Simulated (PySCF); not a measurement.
**Adding and removing an electron: ZnN**

r²SCAN; Zn x2c-SVPall, N x2c-SVPall; spin-free X2C with a Gaussian nucleus (PySCF 2.14). Neutral (UKS): quartet (σ ↑, π ↑↑), Re = 2.071 Å, ωe = 317 cm⁻¹, De = 0.35 eV, HOMO -5.48 eV, LUMO -3.04 eV.

ZnN⁺ (UKS): triplet (π ↑↑), Re = 1.967 Å, ωe = 442 cm⁻¹, De = 1.20 eV to Zn⁺ + N. The energies at the minima are -1850.11963 hartree for ZnN and -1849.80475 for ZnN⁺.

Problem. Work out the adiabatic ionisation energy, without and with harmonic zero-point energies (1 hartree = 27.2114 eV, 1 eV = 8065.5 cm⁻¹), and the change of the bond length.

Solution. At r²SCAN: 0.31488 hartree = 8.568 eV between the minima; the zero-point term (442.0 − 317.0)/2 cm⁻¹ = +0.008 eV makes it 8.576 eV. Re changes by -10.4 pm against the neutral. The electron leaves a σ orbital, and the shorter bond of the ion fits an antibonding orbital, or a change in how ionic the bond is.

Weak bonds: ZnN. Basis-set superposition, not corrected here, can be much of De in a small basis, most of all at correlated wavefunction levels. For an ion De counts to the pair picked by the measured ionisation energies or electron affinities, which need not be the lowest pair at this level. States were picked by a PBE0 search and need not be the measured ground states.
